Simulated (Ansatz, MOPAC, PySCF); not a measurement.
Species: C$_{2}$HCl$_{2}$, charge 0, multiplicity 2. SMILES: C(=[C]/Cl)/Cl
Geometry: optimised at B3LYP-D3(BJ)/def2-TZVP (Ansatz, an electronic-structure program).

Quantity: enthalpy of formation at 298 K, in kcal/mol. Conventions: non-relativistic; LANL2DZ with its own core potentials from Na on; dispersion terms only where a functional's name holds one; valence correlation only; spin-orbit terms left out; open shells spin-unrestricted; 6-31G* and kin with 6d, 5d where marked. Ab initio and DFT rows: single points at B3LYP-D3(BJ) geometries (Ansatz), with unscaled harmonic terms from B3LYP/6-31G* (Ansatz) at its own minima, enthalpies of formation by atomisation with measured atoms. Semi-empirical rows: MOPAC heats of formation at their own minima for 298 K. A UHF reference is markedly spin-contaminated in at least one set, which strains HF and MP2.

```json
[
 {"level": "PM3", "program": "MOPAC", "enthalpy of formation at 298 K (kcal/mol)": "41.3"},
 {"level": "HF/STO-3G", "program": "Ansatz", "enthalpy of formation at 298 K (kcal/mol)": "157.1"},
 {"level": "HF/6-31G*", "program": "Ansatz", "enthalpy of formation at 298 K (kcal/mol)": "190.5"},
 {"level": "SVWN5/6-31G*", "program": "Ansatz", "enthalpy of formation at 298 K (kcal/mol)": "-26.8"},
 {"level": "PBE/LANL2DZ", "program": "Ansatz", "enthalpy of formation at 298 K (kcal/mol)": "76.6"},
 {"level": "PBE/6-31G*", "program": "Ansatz", "enthalpy of formation at 298 K (kcal/mol)": "34.3"},
 {"level": "B3LYP/LANL2DZ", "program": "Ansatz", "enthalpy of formation at 298 K (kcal/mol)": "110.1"},
 {"level": "B3LYP/6-31G*", "program": "Ansatz", "enthalpy of formation at 298 K (kcal/mol)": "65.4"},
 {"level": "MP2/STO-3G", "program": "Ansatz", "enthalpy of formation at 298 K (kcal/mol)": "109.0"},
 {"level": "B3PW91/6-31G* (5d)", "program": "PySCF", "enthalpy of formation at 298 K (kcal/mol)": "55.7"},
 {"level": "B3LYP-D3(BJ)/def2-TZVPD", "program": "Ansatz + dftd3", "enthalpy of formation at 298 K (kcal/mol)": "55.9"},
 {"level": "M06-2X/def2-TZVPD", "program": "PySCF", "enthalpy of formation at 298 K (kcal/mol)": "54.1"},
 {"level": "B2PLYP-D3(BJ)/def2-TZVPD", "program": "Ansatz + dftd3", "enthalpy of formation at 298 K (kcal/mol)": "59.4"}
]
```

No value to compare with is used here. The 10 habitual levels span -26.8 (SVWN5/6-31G*) to 190.5 kcal/mol (HF/6-31G*); B3LYP-D3(BJ)/def2-TZVPD gives 55.9.

The levels are drawn from those run, B3LYP/6-31G* more often than the rest, none by its result; left out are runs that failed, that the program found above a lower state of the same kind, or whose <S^2> lies over 0.5 above the pure value.
